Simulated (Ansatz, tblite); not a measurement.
Forces on Li₆N₂⁻ at its PBE-D4/def2-TZVPD geometry. Charge -1, multiplicity 2.

The xTB rows come from tblite. At B97M-V/def2-TZVPD the highest occupied level of the charge -1 doublet lies above zero (up to 0.73 eV). By energy differences its removal costs 0.60 eV (vertical, to the charge 0 singlet, at PBE-D4/def2-TZVPD). At B97M-V/def2-TZVPD an occupied level of the charge -1 doublet lies above an empty one (by up to 0.05 eV), so this SCF solution is probably not the lowest. Another isomer (doublet) lies 0.09 eV lower at PBE0-D4/def2-TZVPD; other spin states weren't run for this one.

GFN1-xTB (tblite), largest force 1.05 eV/Å:

```xyz
8
positions Å, forces eV/Å
Li   -1.094    2.130    0.158    0.079   -0.161   -0.010
Li    0.553    0.184   -2.358   -0.044   -0.014    0.195
Li    1.024    0.214    0.510    0.441    0.305    0.052
Li    1.588   -2.429   -1.348   -0.292    0.588   -0.020
Li   -0.901   -0.736   -0.014   -0.482   -0.147   -0.194
Li   -1.215    0.834    2.858    0.131    0.104   -0.638
N     0.729   -0.935   -0.989    0.519   -0.849   -0.344
N    -0.685    0.738    1.184   -0.353    0.173    0.958
```

GFN2-xTB (tblite), largest force 0.71 eV/Å:

```
Li 0.044 -0.067 -0.046
Li -0.035 0.022 0.094
Li 0.289 0.234 -0.007
Li -0.083 0.190 -0.035
Li -0.329 -0.061 -0.163
Li 0.024 0.060 -0.202
N 0.345 -0.541 -0.288
N -0.254 0.162 0.647
```

B97M-V/def2-TZVPD (Ansatz), largest force 0.21 eV/Å:

```
Li 0.021 -0.116 0.139
Li 0.038 -0.142 0.108
Li -0.182 -0.078 -0.059
Li -0.089 0.134 0.065
Li 0.175 0.097 0.036
Li 0.067 -0.037 -0.157
N 0.072 -0.020 -0.184
N -0.103 0.161 0.052
```
